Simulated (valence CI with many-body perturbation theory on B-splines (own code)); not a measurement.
**E1 transitions of La XLII**

Method: valence CI with perturbative core correlation (CI+MBPT): six valence electrons over a frozen Dirac-Fock core [Ne], radial functions for each j: 9 s, 9 p, 8 d, 6 f, 3 g, 1 h, with the one-electron correlation potential Σ1, the two-electron term Σ2, the three-electron term Σ3, Breit, model QED; selected CI, second order for the rest, scaled by the run's own slope (own B-spline code, finite nucleus).

The last digits are not significant, and no measured levels were compared; by estimate large intervals hold to a few tenths of a per cent, small ones and those within an open d or f shell to about a per cent. Among the levels kept, up to 1100 cm⁻¹ of a level comes from second order outside the variational space, and about a tenth of that is noise between levels of different J, which matters for small intervals.

Lines 1 to 50 of 85 in falling wavelength, among levels below 2686000 cm⁻¹, chosen from the strongest by gf and those to the six lowest levels. Wavelengths and rates use the calculated energies. Electric multipoles are in the length gauge with retardation, E1 and E2 with the static RPA response of the core. Weak lines are less certain than strong ones. Lines between different terms over intervals too small for the method are left out, as are lines whose strength nearly cancels. The highest levels of a list are the least certain.

Levels are named by their leading jj configuration (3d3/2^4 stands for four electrons in 3d with j = 3/2), which in mixed levels can hold well under half, so a name can repeat and another be missing. Letters in brackets count levels of one name in rising energy.

```csv
λ vac (nm),Upper,Lower,A (s⁻¹),log gf,Branch %
185.8,(3s^2 3p1/2^2 3p3/2 3d5/2) J=1,(3s^2 3p3/2^4) J=0,5.57e+03,-5.06,0.0
41.21,(3s 3p1/2^2 3p3/2^3) J=1,(3s^2 3p3/2^4) J=0,4.58e+06,-3.46,0.0
32.15,(3s^2 3p3/2^4) J=0,(3s^2 3p1/2^2 3p3/2 3d3/2) J=1,1.17e+06,-4.74,4.7
24.50,(3s^2 3p1/2 3p3/2^2 3d3/2) J=1 [a],(3s^2 3p3/2^4) J=0,1.07e+07,-3.54,0.0
20.36,(3s^2 3p1/2^2 3p3/2 3d3/2) J=2,(3s^2 3p1/2 3p3/2^3) J=2,1.98e+07,-3.21,0.8
19.00,(3s^2 3p1/2^2 3p3/2 3d3/2) J=1,(3s^2 3p1/2 3p3/2^3) J=2,1.08e+08,-2.76,2.8
18.60,(3s^2 3p1/2^2 3p3/2 3d3/2) J=3,(3s^2 3p1/2 3p3/2^3) J=2,1.83e+06,-4.18,28.3
18.17,(3s^2 3p1/2^2 3p3/2 3d3/2) J=2,(3s^2 3p1/2 3p3/2^3) J=1,7.46e+06,-3.73,0.3
17.08,(3s^2 3p1/2^2 3p3/2 3d3/2) J=1,(3s^2 3p1/2 3p3/2^3) J=1,1.61e+07,-3.68,0.4
16.78,(3s^2 3p1/2^2 3p3/2 3d3/2) J=0,(3s^2 3p1/2 3p3/2^3) J=1,2.73e+07,-3.94,100.0
15.57,(3s^2 3p1/2 3p3/2^2 3d5/2) J=1 [a],(3s^2 3p3/2^4) J=0,1.27e+08,-2.86,0.4
14.43,(3s^2 3p1/2^2 3p3/2 3d5/2) J=2,(3s^2 3p1/2 3p3/2^3) J=2,3.03e+08,-2.33,4.1
14.17,(3s^2 3p1/2 3p3/2^2 3d3/2) J=1 [b],(3s^2 3p3/2^4) J=0,1.85e+08,-2.78,0.0
13.30,(3s^2 3p1/2^2 3p3/2 3d5/2) J=2,(3s^2 3p1/2 3p3/2^3) J=1,4.20e+08,-2.25,5.6
12.67,(3s^2 3p1/2 3p3/2^2 3d3/2) J=1 [c],(3s^2 3p3/2^4) J=0,7.35e+07,-3.28,0.0
11.84,(3s^2 3p1/2^2 3p3/2 3d5/2) J=3,(3s^2 3p1/2 3p3/2^3) J=2,6.66e+05,-5.01,0.0
11.33,(3s^2 3p1/2 3p3/2^2 3d5/2) J=1 [b],(3s^2 3p3/2^4) J=0,1.48e+08,-3.07,0.0
11.22,(3s^2 3p1/2^2 3p3/2 3d5/2) J=1,(3s^2 3p1/2 3p3/2^3) J=2,7.32e+08,-2.38,0.8
10.52,(3s^2 3p1/2^2 3p3/2 3d5/2) J=1,(3s^2 3p1/2 3p3/2^3) J=1,1.75e+08,-3.06,0.2
10.32,(3s 3p1/2^2 3p3/2^3) J=2,(3s^2 3p1/2 3p3/2^3) J=2,4.97e+09,-1.40,2.9
9.725,(3s 3p1/2^2 3p3/2^3) J=2,(3s^2 3p1/2 3p3/2^3) J=1,7.06e+09,-1.30,4.1
9.258,(3s 3p1/2^2 3p3/2^3) J=1,(3s^2 3p1/2 3p3/2^3) J=2,1.30e+10,-1.30,6.3
8.778,(3s 3p1/2^2 3p3/2^3) J=1,(3s^2 3p1/2 3p3/2^3) J=1,4.66e+09,-1.79,2.3
8.080,(3s^2 3p1/2 3p3/2^2 3d3/2) J=2 [a],(3s^2 3p1/2 3p3/2^3) J=2,4.01e+08,-2.71,7.8
8.028,(3s^2 3p1/2 3p3/2^2 3d3/2) J=1 [a],(3s^2 3p1/2 3p3/2^3) J=2,3.43e+09,-2.00,7.6
7.884,(3s^2 3p1/2^2 3p3/2 3d3/2) J=1,(3s^2 3p1/2^2 3p3/2^2) J=0,8.91e+08,-2.60,22.8
7.806,(3s^2 3p1/2 3p3/2^2 3d3/2) J=3 [a],(3s^2 3p1/2 3p3/2^3) J=2,1.94e+08,-2.91,2.6
7.712,(3s^2 3p1/2 3p3/2^2 3d3/2) J=2 [a],(3s^2 3p1/2 3p3/2^3) J=1,1.19e+05,-6.27,0.0
7.698,(3s^2 3p1/2 3p3/2^2 3d3/2) J=0,(3s^2 3p1/2 3p3/2^3) J=1,2.05e+09,-2.74,99.6
7.665,(3s^2 3p1/2 3p3/2^2 3d3/2) J=1 [a],(3s^2 3p1/2 3p3/2^3) J=1,5.06e+07,-3.87,0.1
7.440,(3s^2 3p1/2^2 3p3/2 3d3/2) J=2,(3s^2 3p1/2^2 3p3/2^2) J=2,2.50e+09,-1.98,98.9
7.250,(3s^2 3p1/2^2 3p3/2 3d3/2) J=1,(3s^2 3p1/2^2 3p3/2^2) J=2,2.90e+09,-2.16,74.1
7.191,(3s^2 3p1/2^2 3p3/2 3d3/2) J=3,(3s^2 3p1/2^2 3p3/2^2) J=2,4.63e+06,-4.60,71.7
7.112,(3s^2 3p1/2 3p3/2^2 3d3/2) J=2 [b],(3s^2 3p1/2 3p3/2^3) J=2,1.90e+08,-3.14,0.3
7.047,(3s^2 3p1/2 3p3/2^2 3d5/2) J=3 [a],(3s^2 3p1/2 3p3/2^3) J=2,2.07e+08,-2.97,1.0
6.825,(3s^2 3p1/2 3p3/2^2 3d3/2) J=2 [b],(3s^2 3p1/2 3p3/2^3) J=1,3.20e+08,-2.95,0.5
6.758,(3s^2 3p1/2 3p3/2^2 3d5/2) J=1 [a],(3s^2 3p1/2 3p3/2^3) J=2,6.37e+08,-2.88,2.1
6.622,(3s^2 3p1/2 3p3/2^2 3d3/2) J=3 [b],(3s^2 3p1/2 3p3/2^3) J=2,1.01e+09,-2.33,0.1
6.550,(3s^2 3p1/2 3p3/2^2 3d3/2) J=2 [c],(3s^2 3p1/2 3p3/2^3) J=2,1.98e+09,-2.20,0.2
6.499,(3s^2 3p1/2 3p3/2^2 3d5/2) J=1 [a],(3s^2 3p1/2 3p3/2^3) J=1,2.16e+09,-2.39,7.2
6.480,(3s^2 3p1/2 3p3/2^2 3d3/2) J=1 [b],(3s^2 3p1/2 3p3/2^3) J=2,1.98e+07,-4.43,0.0
6.480,(3s^2 3p1/2 3p3/2^2 3d5/2) J=0,(3s^2 3p1/2 3p3/2^3) J=1,3.29e+08,-3.68,99.4
6.469,(3s^2 3p1/2^2 3p3/2 3d5/2) J=2,(3s^2 3p1/2^2 3p3/2^2) J=2,6.72e+09,-1.68,90.3
6.306,(3s^2 3p1/2 3p3/2^2 3d3/2) J=2 [c],(3s^2 3p1/2 3p3/2^3) J=1,6.55e+09,-1.71,0.8
6.241,(3s^2 3p1/2 3p3/2^2 3d3/2) J=1 [b],(3s^2 3p1/2 3p3/2^3) J=1,9.02e+08,-2.80,0.1
6.155,(3s^2 3p1/2 3p3/2^2 3d5/2) J=2 [a],(3s^2 3p1/2 3p3/2^3) J=2,1.33e+09,-2.42,15.7
6.148,(3s^2 3p1/2 3p3/2^2 3d3/2) J=1 [c],(3s^2 3p1/2 3p3/2^3) J=2,7.00e+09,-1.92,0.7
6.123,(3s^2 3p1/2^2 3p3/2 3d5/2) J=1,(3s^2 3p1/2^2 3p3/2^2) J=0,4.64e+10,-1.11,50.0
5.999,(3s^2 3p1/2 3p3/2^2 3d5/2) J=3 [b],(3s^2 3p1/2 3p3/2^3) J=2,2.26e+09,-2.07,99.7
5.939,(3s^2 3p1/2 3p3/2^2 3d5/2) J=2 [a],(3s^2 3p1/2 3p3/2^3) J=1,4.97e+09,-1.88,58.8
```

(1) How does gf follow from A for the line at 11.84 nm?

Results:

(1) gf = 1.4992 × (2J+1)_upper × A / σ², with σ = 844870 cm⁻¹ and 2J+1 = 7: gf = 9.80e-06.
